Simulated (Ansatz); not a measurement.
`[F][SnH2][CH2]Cl` + H₂ → `Cl[CH2][SnH3]` + H–F at 600 K and 1 bar (hydrogenolysis of the Sn–F bond).

Calculated with Ansatz (gas phase, PBE0-D4/def2-TZVP geometries, no zero-point term in ΔE). CCSD(T)/CBS adds triple-zeta CCSD(T) − MP2 to the extrapolated MP2 energy (def2 sets, frozen cores). This one scheme is used for every species. def2 core potentials past Kr. For Sn outer-core shells are correlated without core-valence functions, which leaves a few kJ/mol of doubt a bond. One conformer a species, not always the lowest.

| species | CCSD(T)/CBS energy (Eh) | H − E (kJ/mol) | S (J/(mol·K)) |
| --- | --- | --- | --- |
| `[F][SnH2][CH2]Cl` | -814.06876 | 168.3 | 433.1 |
| H₂ | -1.17544 | 43.9 | 150.8 |
| `Cl[CH2][SnH3]` | -714.83276 | 175.3 | 400.3 |
| H–F | -100.39570 | 42.3 | 194.0 |

H − E and S are ideal-gas, rigid-rotor, harmonic terms from PBE0-D4/def2-TZVP, for one conformer and one mirror image of each species. The MP2-based limit puts H₂ 0.8 mEh under its directly extrapolated value; such offsets cancel only in part. 1 Eh = 2625.50 kJ/mol, R = 8.31446 J/(mol·K).

**Question.** By hand: ΔE, ΔH, ΔS and ΔG.

**Answer.** ΔE = (-714.83276) + (-100.39570) − (-814.06876) − (-1.17544) = 0.01574 Eh = 41.3 kJ/mol. Δ(H − E) = 175.3 + 42.3 − 168.3 − 43.9 = 5.4, so ΔH = 46.7 kJ/mol. ΔS = 400.3 + 194.0 − 433.1 − 150.8 = 10.4 J/(mol·K). ΔG = 46.7 − 600 × (10.4)/1000 = 40.5 kJ/mol.

**Question.** By hand: the equilibrium constant, and the temperature at which ΔG would vanish if ΔH and ΔS stayed fixed.

**Answer.** log₁₀ K = −ΔG/(RT ln 10) = -3.5. ΔG = 0 at ΔH/ΔS = 4490 K, far beyond where these terms or the molecules hold.

The number of gas molecules stays the same, so ΔS is small and ΔH decides. A doubt of 5 kJ/mol in ΔE shifts log₁₀ K by 0.4 here. Other conformers and mirror images would add mixing entropy, several J/(mol·K) or more a flexible species. Modes under 60 cm⁻¹, often nearly free rotors, make the harmonic entropy too high. These are equilibria of isolated gas molecules and say nothing of rates. Largest T1 diagnostic: 0.012 (customary marks: 0.02 for closed shells, 0.045 for open ones).
